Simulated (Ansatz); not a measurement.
Results of the Gaussian-basis code of Ansatz.

Basis-set series for GeH8OSi2 (`[SiH3]O[SiH2][GeH3]`). Total charge 0; spin multiplicity 1. The geometry is a stationary point of PBE0-D4/def2-TZVP. It is one conformer, not always the lowest.

Z-matrix (Å, degrees):
```
Si
O 1 1.636
H 1 1.487 2 110.1
H 1 1.483 2 108.2 3 119.9
H 1 1.487 2 110.1 3 -120.3
Si 2 1.639 1 145.8 3 60.9
Ge 6 2.378 2 108.8 1 179.5
H 6 1.490 2 109.8 1 -59.7
H 6 1.490 2 109.8 1 58.7
H 7 1.538 6 110.9 2 -60.2
H 7 1.539 6 110.0 2 -180.0
H 7 1.538 6 110.9 2 60.3
```

```
functional       basis  functions  energy (Eh)  HOMO (eV)  LUMO (eV)
   PBE0-D4    def2-SVP        122  -2734.98942      -7.93      -0.11
   PBE0-D4  def2-QZVPP        526  -2735.62980      -7.97      -0.59
   ωB97M-V    def2-SVP        122  -2735.36957      -9.97       1.78
   ωB97M-V  def2-QZVPP        526  -2736.01101     -10.04       1.00
```

Give the rows for def2-TZVPP. (Estimate.)

The calculation gave: 
| functional | basis | functions | energy (Eh) | HOMO (eV) | LUMO (eV) |
| --- | --- | --- | --- | --- | --- |
| PBE0-D4 | def2-TZVPP | 275 | -2735.55960 | -7.97 | -0.48 |
| ωB97M-V | def2-TZVPP | 275 | -2735.94371 | -10.04 | 1.24 |

Positive LUMOs are unbound and depend on the basis. Scalar relativity is left out up to krypton.
